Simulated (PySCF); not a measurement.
Be(OH)(SiH3) (BeH₄OSi), SMILES [OH][Be][SiH3]. Atoms are numbered in the order given.

```xyz
7

Be     0.6905    -0.0254    -0.4843
O      1.8482    -0.1292    -1.2713
H      2.3464     0.4126    -1.8753
Si    -1.0892     0.0390     0.7660
H     -1.9611    -1.1497     0.5660
H     -1.9261     1.2355     0.4772
H     -0.7581     0.0905     2.2156
```
Charge 0, spin multiplicity 1.

Coordinates come from a B3LYP-D3(BJ)/def2-TZVP optimisation. One conformer was computed; it need not be the lowest.

Computed with TDA-PBE0/def2-SVPD (PySCF).

Vertical excitations. Isolated molecule, no solvent.

Computed lowest excited states:
```
state  energy (eV)  λ (nm)      f                                                                 main pairs
-----  -----------  ------  -----  -------------------------------------------------------------------------
S1            6.45     192  0.118                                                             HOMO→LUMO 94 %
S2            6.58     188  0.106                                                           HOMO→LUMO+1 93 %
S3            6.87     181  0.181                                                           HOMO→LUMO+2 95 %
S4            7.48     166  0.001                     HOMO−1→LUMO 67 %, HOMO−3→LUMO 21 %, HOMO−2→LUMO+1 10 %
S5            7.66     162  0.000                                       HOMO−3→LUMO 62 %, HOMO−2→LUMO+1 30 %
S6            7.67     162  0.015                                                           HOMO→LUMO+3 95 %
S7            7.79     159  0.022  HOMO−2→LUMO 45 %, HOMO−1→LUMO+1 30 %, HOMO−4→LUMO 10 %, HOMO−3→LUMO+1 7 %
S8            7.89     157  0.019                     HOMO−2→LUMO+1 52 %, HOMO−1→LUMO 21 %, HOMO−3→LUMO 12 %
S9            7.96     156  0.021                     HOMO−4→LUMO 35 %, HOMO−3→LUMO+1 33 %, HOMO−2→LUMO 24 %
S10           8.05     154  0.018                                     HOMO−3→LUMO+2 51 %, HOMO−1→LUMO+2 41 %
T1            4.97     250      0                                                             HOMO→LUMO 94 %
T2            5.13     242      0                                                           HOMO→LUMO+1 95 %
T3            6.30     197      0                                                           HOMO→LUMO+2 85 %
T4            6.97     178      0                                       HOMO−2→LUMO 58 %, HOMO−1→LUMO+1 32 %
```
Triplets are in the Tamm–Dancoff approximation.
